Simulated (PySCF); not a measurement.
A calculated (PBE, PySCF 2.14, cc-pVDZ, no relativity, point nucleus) atom or ion has these occupied shells.

```json
{"shell": "1s α", "electrons": "1", "orbital energy (eV)": "-424.51", "rms radius, mean of both spins (bohr)": "0.266"}
{"shell": "1s β", "electrons": "1", "orbital energy (eV)": "-423.84", "rms radius, mean of both spins (bohr)": "0.266"}
{"shell": "2s α", "electrons": "1", "orbital energy (eV)": "-49.847", "rms radius, mean of both spins (bohr)": "1.30"}
{"shell": "2s β", "electrons": "1", "orbital energy (eV)": "-47.903", "rms radius, mean of both spins (bohr)": "1.30"}
{"shell": "2p α", "electrons": "1", "orbital energy (eV)": "-38.894", "rms radius, mean of both spins (bohr)": "1.26"}
```

Task: Name the element and its charge.

Result: N²⁺ (nitrogen, charge +2), in [He] 2s2 2p1, 2P determinant.
